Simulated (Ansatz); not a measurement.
Breaking the Ge1–H3 bond in GeH4O (SMILES [OH][GeH3]) (multiplicity 1 held, fragments rigid). Energies count from the point at 1.542 Å.
Geometry at that point (charge 0, multiplicity 1):
```
atom    x (Å)    y (Å)    z (Å)
----  -------  -------  -------
Ge    -0.3290   0.0681   0.0733
O      1.3571  -0.3572  -0.3717
H     -0.5445  -0.1551   1.5839
H     -1.1863  -0.8852  -0.7652
H     -0.6085   1.5428  -0.2811
H      2.0121   0.1748   0.0902
```

R- and RO- levels are restricted; in cc, def2 and unpolarised 6-31G sets they are followed outwards from rest. U- levels take the lowest unrestricted solution at each point, which mixes spins at long bonds. Active spaces are followed from a long bond inwards. Curves can end on different states.

Correlated levels freeze the cores. Filled d and f shells under p-block atoms count as core.

Programs: Ansatz (Gaussian orbitals). 

Energies in eV.

```csv
R (Å),R-MP2/cc-pVDZ,U-CCSD(T)/cc-pVDZ,R-CCSDT(Q)/cc-pVDZ,"FIC-MRCISD+Q on CASSCF(2,2)/cc-pVDZ"
1.234,1.34,1.35,1.36,1.35
1.388,0.26,0.27,0.27,0.27
1.542,0.00,0.00,0.00,0.00
1.696,0.17,0.15,0.15,0.15
1.851,0.55,0.51,0.51,0.51
2.082,1.29,1.19,1.18,1.19
2.313,2.05,1.87,1.85,1.86
2.699,3.17,2.80,2.72,2.74
3.084,4.03,3.39,3.25,3.27
3.547,4.70,3.63,3.54,3.57
4.164,5.08,3.69,3.65,3.69
4.935,4.91,3.70,3.66,3.72
```

Doubts at one or more of the structures used: a restricted determinant that unrestricted orbitals would lower (R-MP2/cc-pVDZ, R-CCSDT(Q)/cc-pVDZ); a spin-contaminated determinant (U-CCSD(T)/cc-pVDZ); T1 above 0.05 (U-CCSD(T)/cc-pVDZ, R-CCSDT(Q)/cc-pVDZ); other coupled-cluster roots lie near (R-CCSDT(Q)/cc-pVDZ).

Ansatz is a program for electronic structure.
